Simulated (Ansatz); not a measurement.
FH5O4Si2 can be A, `O[SiH](F)[Si](O)(O)O`, or B, `O[Si](O)(O)O[SiH2]F`.

Isolated molecules relaxed with PBE0-D4/def2-TZVP in Ansatz; ΔE leaves out vibrations. CCSD(T)/CBS is the MP2 limit (def2-TZVPP, def2-QZVPP) plus CCSD(T) − MP2 in def2-TZVPP, frozen cores. Functionals use def2-TZVPP. B3LYP here is the variant with VWN-RPA as its local correlation; programs differ in this. Each species was taken in one conformer, which may not be the lowest.

Task: Which isomer does CCSD(T)/CBS put lower? Give the gap. (Estimate.)

Result: Computed: B, by 37.8 kcal/mol.

Task: Give E(B) − E(A) in kcal/mol with CCSD(T)/def2-TZVPP, MP2/def2-TZVPP, ωB97M-V, CCSD/def2-TZVPP, B3LYP-D4, HF/def2-TZVPP, B2PLYP. (An estimate is asked.)

Result: Computed: CCSD(T)/def2-TZVPP -38.3, MP2/def2-TZVPP -39.3, ωB97M-V -37.7, CCSD/def2-TZVPP -39.4, B3LYP-D4 -36.2, HF/def2-TZVPP -45.3, B2PLYP -37.9. None reverses the order clearly.

Largest T1 diagnostic: 0.012.

From PBE to PBE0 (25 % exact exchange), in def2-TZVPP and without D4, E(B) − E(A) moves by −3.7 kcal/mol. In def2-TZVPP, CCSD(T) changes the Hartree–Fock value by +7.0 kcal/mol (the triples alone add +1.1 kcal/mol) and MP2 by +5.9 kcal/mol.
